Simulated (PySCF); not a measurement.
Give a PBE0-D3(BJ)/def2-SVP geometry of `C[Si@H](N)[SiH2]O`.

Z-matrix in Å and degrees, rows numbered from 1:
```
C 
Si  1  1.8783
N   2  1.7375  1  110.97
Si  2  2.3428  1  113.35  3  -112.34
O   4  1.6836  2  102.20  1   151.59
H   1  1.1020  2  110.54  3   -63.19
H   1  1.1003  2  110.84  3    56.68
H   1  1.1013  2  110.96  3   177.67
H   2  1.5075  1  107.05  3   126.65
H   3  1.0144  2  120.96  1    67.46
H   3  1.0164  2  115.63  1  -153.96
H   4  1.5031  2  112.11  1    33.27
H   4  1.5011  2  114.72  1   -87.84
H   5  0.9617  4  116.71  2  -171.22
```

Of the pairs four or more bonds apart, O5···H11 is among the closest relative to their van der Waals radii: 2.55 Å, 94 % of the sum of Bondi's values. N3 (silicon-bound nitrogen) is pyramidal (angles 121.0°, 115.6° and 110.9°, sum 347.5°, 0.24 Å off the plane of its three neighbours). Si2 (SiH silicon) is distorted tetrahedral (angles from 100.6° to 115.3°). Si4 (oxygen-bound silicon) is distorted tetrahedral (angles from 102.2° to 114.7°).

Computed, not measured: PBE0-D3(BJ)/def2-SVP geometry optimisation, gas phase in PySCF.

Point group: C1 (no symmetry element, even within 0.4 Å). No PBE0-D3(BJ)/def2-SVP frequencies stand behind this structure, so it isn't proved a minimum. One conformer, not necessarily the lowest (C1–Si2–N3–H 67° and -154°, C1–Si2–Si4–O5 152°, Si2–Si4–O5–H -171°).

On one thread of an AMD EPYC 7R43, no GPU (shared host), this took 74 s of wall time and 0.52 GiB of memory at its peak. These figures are those of the optimisation.
